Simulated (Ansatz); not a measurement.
Cost and result for the atomization energy of C$_{4}$H$_{10}$Cl$_{2}$InN (`CC[N](CC)[In]([Cl])[Cl]`) (18 atoms, 17 bonds).

```xyz
18

C     0.978   -1.472    1.693
C     0.471   -1.437    0.268
N    -0.278   -0.229    0.007
C    -0.693   -0.079   -1.369
C    -1.359    1.260   -1.599
In    0.448    1.460    0.893
Cl   -0.686    2.550    2.588
Cl    2.466    2.479    0.323
H     0.158   -1.345    2.404
H     1.484   -2.412    1.918
H     1.726   -0.682    1.871
H     1.317   -1.563   -0.428
H    -0.193   -2.299    0.103
H     0.147   -0.199   -2.074
H    -1.409   -0.880   -1.604
H    -0.644    2.089   -1.471
H    -1.738    1.352   -2.618
H    -2.194    1.406   -0.908
```

Charge 0, multiplicity 1. Correlated methods include outer-core shells of In, which these sets cover unevenly. In: def2 effective core potential. Geometry: relaxed with PBE0-D4/def2-TZVP. It is one conformer, not always the lowest. Program: Ansatz. All runs use 4 threads of an AMD EPYC 7R13 on a shared host and a share of an NVIDIA H100 80 GB. Times are those of one run each, without the atoms' runs, and a repeat can differ threefold. Electronic energies, without spin–orbit coupling; frozen cores. CCSD(T)/CBS adds CCSD(T) − MP2 in def2-TZVPP to the MP2 limit, and its time is that of the two runs behind it. T1 = 0.013. With those shells the extrapolation isn't a true limit. B3LYP takes the VWN-RPA correlation (the form of Gaussian; ORCA's B3LYP/G).

CCSD(T)/CBS is a level of theory with its own doubt, some kJ/mol a heavy atom from the limit and from the frozen cores, so smaller differences don't rank the functionals.

```json
{"level": "BLYP-D4/def2-TZVPP", "functions": "429", "wall time": "6.5 s", "atomization (kcal/mol)": "1555.2", "difference from CCSD(T)/CBS": "-17.4", "per bond": "-1.0"}
{"level": "CCSD(T)/def2-SVP", "functions": "182", "wall time": "7 s", "atomization (kcal/mol)": "1494.0", "difference from CCSD(T)/CBS": "-78.6", "per bond": "-4.6"}
{"level": "LDA (SPW92)/def2-TZVPP", "functions": "429", "wall time": "7.5 s", "atomization (kcal/mol)": "1793.4", "difference from CCSD(T)/CBS": "220.8", "per bond": "13.0"}
{"level": "PBE0-D4/def2-TZVPP", "functions": "429", "wall time": "7.5 s", "atomization (kcal/mol)": "1577.7", "difference from CCSD(T)/CBS": "5.1", "per bond": "0.3"}
{"level": "B3LYP-D4/def2-TZVPP (with forces)", "functions": "429", "wall time": "8 s", "atomization (kcal/mol)": "1562.5", "difference from CCSD(T)/CBS": "-10.1", "per bond": "-0.6"}
{"level": "PBE-D4/def2-TZVPP (with forces)", "functions": "429", "wall time": "8.1 s", "atomization (kcal/mol)": "1599.1", "difference from CCSD(T)/CBS": "26.5", "per bond": "1.6"}
{"level": "PBE-QIDH/def2-TZVPP", "functions": "429", "wall time": "9.5 s", "atomization (kcal/mol)": "1566.1", "difference from CCSD(T)/CBS": "-6.5", "per bond": "-0.4"}
{"level": "MP2/def2-QZVPP", "functions": "807", "wall time": "9.5 s", "atomization (kcal/mol)": "1577.9", "difference from CCSD(T)/CBS": "5.3", "per bond": "0.3"}
{"level": "BHLYP-D4/def2-TZVPP", "functions": "429", "wall time": "11 s", "atomization (kcal/mol)": "1526.2", "difference from CCSD(T)/CBS": "-46.4", "per bond": "-2.7"}
{"level": "r2SCANh-D4/def2-TZVPP", "functions": "429", "wall time": "11 s", "atomization (kcal/mol)": "1564.5", "difference from CCSD(T)/CBS": "-8.1", "per bond": "-0.5"}
{"level": "ωB97M-V/def2-TZVPP (with forces)", "functions": "429", "wall time": "13 s", "atomization (kcal/mol)": "1573.9", "difference from CCSD(T)/CBS": "1.3", "per bond": "0.1"}
{"level": "CCSD(T)/def2-TZVPP", "functions": "429", "wall time": "27 s", "atomization (kcal/mol)": "1530.8", "difference from CCSD(T)/CBS": "-41.8", "per bond": "-2.5"}
{"level": "CCSD(T)/CBS(def2)", "functions": "–", "wall time": "36 s", "atomization (kcal/mol)": "1572.6", "difference from CCSD(T)/CBS": "0.0", "per bond": "0.0"}
```

From r2SCAN to r2SCAN0 (25 % exact exchange), in def2-TZVPP and without D4, the atomization energy moves by −19.4 kcal/mol: exact exchange takes away binding that semilocal exchange gives to molecules. At CCSD(T), def2-SVP lies −78.6 kcal/mol from the extrapolated value and def2-TZVPP −41.8 kcal/mol: correlation converges slowly with the basis, and small sets miss more of it in the bonded molecule than in its fragments. The D4 term adds +19.1 kcal/mol with B3LYP and +10.4 kcal/mol with PBE0; it sums over pairs of atoms, weighted by their polarisabilities, and B3LYP, whose exchange is more repulsive, gets the larger term.

Spin–orbit coupling would lower the free In atoms strongly, and the atomization energy with them, by more than many differences here.
